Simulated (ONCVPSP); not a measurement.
## Ag ONCV: all-electron and pseudo phase curves

* Element: silver
* Generator: ONCVPSP 4.0.1
* Type: optimised norm-conserving Vanderbilt (ONCV)
* Functional: PBE
* Relativity: fully relativistic
* Frozen core: [Ar] 3d10
* Valence charge: 19
* Reference configuration: 4s2 4p6 4d10 5s1
* Partial waves: 4s+5s: rc 1.35 bohr, ncon 4, nbas 8, qcut 9.9 1/bohr, 2 projectors; 4p: rc 1.60 bohr, ncon 3, nbas 8, qcut 7.3 1/bohr, 2 projectors, debl 0.7 Ha; 4d: rc 1.10 bohr, ncon 3, nbas 6, qcut 8.1 1/bohr, 1 projector
* Local potential: polynomial inside 0.75 bohr (lpopt 5, dvloc0 4 Ha)
* Core correction: Teter function, fcfact 5, rcfact 1.5

Open shells are filled in proportion to 2j + 1.

In the p channel the program set the typed energies aside and used -2.093, 0.250 Ha (j = l + 1/2; the other j can differ).

The phase is arctan(r·R′/R) of the radial function R(r), unwrapped; energies in Ha, scanned from -5 to 5 Ha. A pole is an energy at which the radial function vanishes at the test radius. The pseudo phase is shifted by a multiple of π to meet the all-electron one at the reference energy, and phase errors are pseudo minus all-electron; the curves can meet again beyond the range given. Levels narrower than the energy grid can be missing from the lists of poles.

For each channel, where are the poles, and over which energies does the pseudopotential scatter like the atom?

| channel | radius (bohr) | reference energy (Ha) | poles, all-electron | poles, pseudo | unbroken range about the reference energy with phases within 0.05 rad | phase error 1 Ha above the reference energy (rad) |
| --- | --- | --- | --- | --- | --- | --- |
| s | 1.37 | -0.16 | -2.53 | -2.53, 3.96 | below 3.2 | -0.000 |
| p3/2 | 1.62 | -2.09 | -1.59 | -1.59 | the whole range | -0.000 |
| p1/2 | 1.62 | -2.28 | -1.84 | -1.84 | the whole range | -0.000 |
| d5/2 | 1.12 | -0.27 | 4.50 | 4.24 | the whole range | -0.001 |
| d3/2 | 1.12 | -0.29 | 4.39 | 4.15 | the whole range | -0.001 |

Note: no bound ghost flagged; GHOST(+) flagged for s at 109.2 eV.

Phases in the d5/2 channel:

```json
{"E (Ha)": "-4.96", "all-electron": "1.073", "pseudo": "1.066"}
{"E (Ha)": "-4.72", "all-electron": "1.048", "pseudo": "1.041"}
{"E (Ha)": "-4.48", "all-electron": "1.020", "pseudo": "1.012"}
{"E (Ha)": "-4.24", "all-electron": "0.988", "pseudo": "0.980"}
{"E (Ha)": "-4.00", "all-electron": "0.951", "pseudo": "0.943"}
{"E (Ha)": "-3.76", "all-electron": "0.909", "pseudo": "0.900"}
{"E (Ha)": "-3.52", "all-electron": "0.860", "pseudo": "0.850"}
{"E (Ha)": "-3.28", "all-electron": "0.802", "pseudo": "0.792"}
{"E (Ha)": "-3.04", "all-electron": "0.733", "pseudo": "0.723"}
{"E (Ha)": "-2.80", "all-electron": "0.652", "pseudo": "0.641"}
{"E (Ha)": "-2.56", "all-electron": "0.554", "pseudo": "0.544"}
{"E (Ha)": "-2.32", "all-electron": "0.438", "pseudo": "0.428"}
{"E (Ha)": "-2.08", "all-electron": "0.302", "pseudo": "0.292"}
{"E (Ha)": "-1.84", "all-electron": "0.145", "pseudo": "0.136"}
{"E (Ha)": "-1.60", "all-electron": "-0.029", "pseudo": "-0.036"}
{"E (Ha)": "-1.36", "all-electron": "-0.210", "pseudo": "-0.215"}
{"E (Ha)": "-1.12", "all-electron": "-0.388", "pseudo": "-0.391"}
{"E (Ha)": "-0.88", "all-electron": "-0.552", "pseudo": "-0.554"}
{"E (Ha)": "-0.64", "all-electron": "-0.697", "pseudo": "-0.698"}
{"E (Ha)": "-0.40", "all-electron": "-0.822", "pseudo": "-0.822"}
{"E (Ha)": "-0.16", "all-electron": "-0.927", "pseudo": "-0.927"}
{"E (Ha)": "0.08", "all-electron": "-1.016", "pseudo": "-1.016"}
{"E (Ha)": "0.32", "all-electron": "-1.090", "pseudo": "-1.090"}
{"E (Ha)": "0.56", "all-electron": "-1.152", "pseudo": "-1.153"}
{"E (Ha)": "0.80", "all-electron": "-1.206", "pseudo": "-1.208"}
{"E (Ha)": "1.04", "all-electron": "-1.252", "pseudo": "-1.254"}
{"E (Ha)": "1.28", "all-electron": "-1.292", "pseudo": "-1.295"}
{"E (Ha)": "1.52", "all-electron": "-1.327", "pseudo": "-1.331"}
{"E (Ha)": "1.76", "all-electron": "-1.358", "pseudo": "-1.362"}
{"E (Ha)": "2.00", "all-electron": "-1.386", "pseudo": "-1.391"}
{"E (Ha)": "2.24", "all-electron": "-1.411", "pseudo": "-1.417"}
{"E (Ha)": "2.48", "all-electron": "-1.434", "pseudo": "-1.440"}
{"E (Ha)": "2.72", "all-electron": "-1.454", "pseudo": "-1.462"}
{"E (Ha)": "2.96", "all-electron": "-1.473", "pseudo": "-1.482"}
{"E (Ha)": "3.20", "all-electron": "-1.491", "pseudo": "-1.500"}
{"E (Ha)": "3.44", "all-electron": "-1.508", "pseudo": "-1.518"}
{"E (Ha)": "3.68", "all-electron": "-1.523", "pseudo": "-1.534"}
{"E (Ha)": "3.92", "all-electron": "-1.538", "pseudo": "-1.550"}
{"E (Ha)": "4.16", "all-electron": "-1.552", "pseudo": "-1.566"}
{"E (Ha)": "4.40", "all-electron": "-1.565", "pseudo": "-1.581"}
{"E (Ha)": "4.64", "all-electron": "-1.579", "pseudo": "-1.596"}
{"E (Ha)": "4.88", "all-electron": "-1.591", "pseudo": "-1.610"}
```
